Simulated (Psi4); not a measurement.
C3H9Bi (SMILES [CH3][Bi]([CH3])[CH3]), singlet, geometry from GFN2-xTB (such geometries of metal compounds can be far from the true shape) (core potentials on Bi); PBE/def2-SVP in Psi4.

Psi4 was given this input:
```
memory 2 GB

molecule mol {
0 1
  Bi   -0.002659   -0.004640    0.327743
  C    -1.054870   -1.539191   -0.968824
  H    -0.644258   -2.523836   -0.787761
  H    -0.909467   -1.279089   -2.007316
  H    -2.114519   -1.549539   -0.749581
  C    -0.805824    1.709749   -0.920807
  H    -0.653336    1.483239   -1.966131
  H    -0.285046    2.626103   -0.675622
  H    -1.863857    1.841177   -0.735861
  C     1.883531   -0.130710   -0.925042
  H     1.611031   -0.120001   -1.970456
  H     2.416855   -1.046397   -0.705692
  H     2.526288    0.714369   -0.716193
symmetry c1
}

set basis def2-svp
set reference rks

energy('pbe')
print_variables()
```

The log (banner, timings and long lists left out):

```
   => Loading Basis Set <=

    Name: DEF2-SVP
    Role: ORBITAL
    Keyword: BASIS

    !!!  WARNING: ECP capability is in beta. Please check occupations closely.  !!!

         ---------------------------------------------------------
                                   SCF
               by Justin Turney, Rob Parrish, Andy Simmonett
                          and Daniel G. A. Smith
                              RKS Reference
         ---------------------------------------------------------

  ==> Geometry <==

    Molecular point group: c1
    Full point group: C1

    Geometry (in Angstrom), charge = 0, multiplicity = 1:

       Center              X                  Y                   Z               Mass
    ------------   -----------------  -----------------  -----------------  -----------------
         BI          -0.001882427057    -0.003284663348     0.232012305870   208.980399100000
         C           -1.054093427057    -1.537835663348    -1.064554694130    12.000000000000
         H           -0.643481427057    -2.522480663348    -0.883491694130     1.007825032230
         H           -0.908690427057    -1.277733663348    -2.103046694130     1.007825032230
         H           -2.113742427057    -1.548183663348    -0.845311694130     1.007825032230
         C           -0.805047427057     1.711104336652    -1.016537694130    12.000000000000
         H           -0.652559427057     1.484594336652    -2.061861694130     1.007825032230
         H           -0.284269427057     2.627458336652    -0.771352694130     1.007825032230
         H           -1.863080427057     1.842532336652    -0.831591694130     1.007825032230
         C            1.884307572943    -0.129354663348    -1.020772694130    12.000000000000
         H            1.611807572943    -0.118645663348    -2.066186694130     1.007825032230
         H            2.417631572943    -1.045041663348    -0.801422694130     1.007825032230
         H            2.527064572943     0.715724336652    -0.811923694130     1.007825032230

  Running in c1 symmetry.

  Rotational constants: A =      0.10853  B =      0.10853  C =      0.09532 [cm^-1]
  Rotational constants: A =   3253.52636  B =   3253.52569  C =   2857.62912 [MHz]
  Nuclear repulsion =  201.663794230958274

  Charge       = 0
  Multiplicity = 1
  Electrons    = 50
  Nalpha       = 25
  Nbeta        = 25

  ==> Algorithm <==

  SCF Algorithm Type is DF.
  DIIS enabled.
  MOM disabled.
  Fractional occupation disabled.
  Guess Type is SAD.
  Energy threshold   = 1.00e-06
  Density threshold  = 1.00e-06
  Integral threshold = 1.00e-12

  ==> Primary Basis <==

  Basis Set: DEF2-SVP
    Blend: DEF2-SVP
    Number of shells: 55
    Number of basis functions: 113
    Number of Cartesian functions: 118
    Spherical Harmonics?: true
    Max angular momentum: 2

  Core potential: DEF2-SVP
    Number of shells: 4
    Number of ECP primitives: 18
    Number of ECP core electrons: 60
    Max angular momentum: 3

  ==> DFT Potential <==

   => LibXC <=

    Version 7.1.2
    S. Lehtola, C. Steigemann, M. J. T. Oliveira, and M. A. L. Marques,  SoftwareX 7, 1–5 (2018) (10.1016/j.softx.2017.11.002)

   => Composite Functional: PBE <=

    PBE GGA Exchange-Correlation Functional

    J.P. Perdew et. al., Phys. Rev. Lett., 77(18), 3865-3868, 1996

    Deriv               =              1
    GGA                 =           TRUE
    Meta                =          FALSE

    Exchange Hybrid     =          FALSE
    MP2 Hybrid          =          FALSE

   => Exchange Functionals <=

    1.0000     XC_GGA_X_PBE

   => Correlation Functionals <=

    1.0000     XC_GGA_C_PBE

   => LibXC Density Thresholds  <==

    XC_GGA_C_PBE:  1.00E-12
    XC_GGA_X_PBE:  1.00E-15

   => Molecular Quadrature <=

    Radial Scheme          =       TREUTLER
    Pruning Scheme         =           NONE
    Nuclear Scheme         =       TREUTLER

    Blocking Scheme        =         OCTREE
    BS radius alpha        =              1
[...]
  Using in-core AOs.

  ==> MemDFJK: Density-Fitted J/K Matrices <==

    J tasked:                   Yes
    K tasked:                    No
    wK tasked:                   No
    Algorithm:                 Core
    Schwarz Cutoff:           1E-12
    Mask sparsity (%):       1.4880
    Fitting Condition:        1E-10

   => Auxiliary Basis Set <=

  Basis Set: (DEF2-SVP AUX)
    Blend: DEF2-UNIVERSAL-JKFIT
    Number of shells: 182
    Number of basis functions: 638
    Number of Cartesian functions: 808
    Spherical Harmonics?: true
    Max angular momentum: 6

  Minimum eigenvalue in the overlap matrix is 6.3593871606E-03.
  Reciprocal condition number of the overlap matrix is 1.1443479886E-03.
    Using symmetric orthogonalization.

  ==> Pre-Iterations <==

  SCF Guess: Superposition of Atomic Densities via on-the-fly atomic UHF (no occupation information).

   -------------------------
    Irrep   Nso     Nmo
   -------------------------
     A        113     113
   -------------------------
    Total     113     113
   -------------------------

  ==> Iterations <==

                           Total Energy        Delta E     RMS |[F,P]|

   @DF-RKS iter SAD:  -331.86935925483903   -3.31869e+02   0.00000e+00
   @DF-RKS iter   1:  -333.15941264875784   -1.29005e+00   1.15970e-02 ADIIS/DIIS
   @DF-RKS iter   2:  -331.17913286985254    1.98028e+00   1.74885e-02 ADIIS/DIIS
   @DF-RKS iter   3:  -334.06035165379677   -2.88122e+00   1.97017e-03 ADIIS/DIIS
   @DF-RKS iter   4:  -334.08860915080487   -2.82575e-02   1.04351e-03 ADIIS/DIIS
   @DF-RKS iter   5:  -334.09883686483153   -1.02277e-02   2.13986e-04 ADIIS/DIIS
   @DF-RKS iter   6:  -334.09919147427729   -3.54609e-04   4.77149e-05 DIIS
   @DF-RKS iter   7:  -334.09920492771050   -1.34534e-05   2.12325e-05 DIIS
   @DF-RKS iter   8:  -334.09920787103698   -2.94333e-06   8.73566e-06 DIIS
   @DF-RKS iter   9:  -334.09920846707911   -5.96042e-07   8.83890e-07 DIIS
  Energy and wave function converged.

  ==> Post-Iterations <==

   Electrons on quadrature grid:
      Ntotal   =   50.0001337539 ; deviation = 1.338e-04

    Orbital Energies [Eh]
    ---------------------

    Doubly Occupied:

[...]
      25A     -0.204521

    Virtual:

[...]
     113A     54.364629

    Final Occupation by Irrep:
              A
    DOCC [    25 ]
    NA   [    25 ]
    NB   [    25 ]

  @DF-RKS Final Energy:  -334.09920846707911

   => Energetics <=

    Nuclear Repulsion Energy =            201.6637942309582741
    One-Electron Energy =                -933.9756572342632808
    Two-Electron Energy =                 434.8314661889462513
    DFT Exchange-Correlation Energy =     -36.6188116527203533
    Empirical Dispersion Energy =           0.0000000000000000
    VV10 Nonlocal Energy =                  0.0000000000000000
    Total Energy =                       -334.0992084670791087

Computation Completed

Properties will be evaluated at   0.000000,   0.000000,   0.000000 [a0]

Properties computed using the SCF density matrix

 Multipole Moments:

 ------------------------------------------------------------------------------------
     Multipole            Electronic (a.u.)      Nuclear  (a.u.)        Total (a.u.)
 ------------------------------------------------------------------------------------

 L = 1.  Multiply by 2.5417464519 to convert [e a0] to [Debye]
 Dipole X            :         -0.3752925            0.3748927           -0.0003999
 Dipole Y            :         -0.6550358            0.6541492           -0.0008866
 Dipole Z            :         46.2622250          -46.2058762            0.0563488
 Magnitude           :                                                    0.0563571

 ------------------------------------------------------------------------------------

  Variable Map:
  ----------------------------------------------------------------------------
[...]
  Array Variable Map:
  ----------------------------------------------------------------------------
[...]
[...]
```
